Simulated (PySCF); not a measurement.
Compound: C2H5ClOSi.
SMILES with atom numbers: `[CH2:1]=[CH:2][O:3][SiH2:4][Cl:5]` (hydrogens: H6, H7 on C1; H8 on C2; H9, H10 on Si4)

A GFN2-xTB structure with every atom displaced at random (by about 0.01 Å) was refined with PBE0-D3(BJ)/def2-SVP geometry optimisation, gas phase (PySCF). Values at the start:

```json
{"coordinate": "C1=C2", "start": "1.314 Å"}
{"coordinate": "C1–H6", "start": "1.047 Å"}
{"coordinate": "C1–H7", "start": "1.089 Å"}
{"coordinate": "C2–O3", "start": "1.331 Å"}
{"coordinate": "C2–H8", "start": "1.085 Å"}
{"coordinate": "O3–Si4", "start": "1.658 Å"}
{"coordinate": "Si4–Cl5", "start": "1.978 Å"}
{"coordinate": "Si4–H9", "start": "1.486 Å"}
{"coordinate": "C1–C2–O3", "start": "125.2°"}
{"coordinate": "C2–O3–Si4", "start": "141.0°"}
{"coordinate": "O3–Si4–Cl5", "start": "107.9°"}
{"coordinate": "C1–C2–O3–Si4", "start": "-4°"}
{"coordinate": "C2–O3–Si4–Cl5", "start": "-109°"}
```

Q: How do these coordinates change at the PBE0-D3(BJ)/def2-SVP level?

A: 
| coordinate | PBE0-D3(BJ)/def2-SVP (Å or °) | change |
| --- | --- | --- |
| Si4–Cl5 | 2.063 | +0.085 |
| C1–H6 | 1.093 | +0.046 |
| C2–O3 | 1.354 | +0.023 |
| C1=C2 | 1.334 | +0.020 |
| C2–H8 | 1.095 | +0.010 |
| O3–Si4 | 1.665 | +0.007 |
| C1–H7 | 1.091 | +0.002 |
| Si4–H9 | 1.486 | 0.000 |
| C2–O3–Si4 | 128.4 | -12.6 |
| O3–Si4–Cl5 | 111.4 | +3.5 |
| C1–C2–O3 | 126.6 | +1.4 |
| C2–O3–Si4–Cl5 | -72 | +37 |
| C1–C2–O3–Si4 | 18 | +22 |

The energy falls by 0.313 eV over 14 energy and gradient evaluations, the largest force component goes from 0.0351 to 3.8e-04 Eh/bohr, and the atoms move by 0.636 Å rms after alignment. The bond that changes most is Si4–Cl5 (chlorine-bound silicon to silicon-bound chlorine), which lengthens by 0.085 Å. Bonds longer at the end by more than 0.005 Å: 7 of 9; shorter: 0. Among the dihedrals that turn most is C2–O3–Si4–H10, from 133° to 171°. Rotational constants go from 8165, 1525, 1468 to 5416, 2014, 1608 MHz.

The run used 103 basis functions and 102 SCF cycles in all.

Not checked by PBE0-D3(BJ)/def2-SVP frequencies. One conformer, not necessarily the lowest.
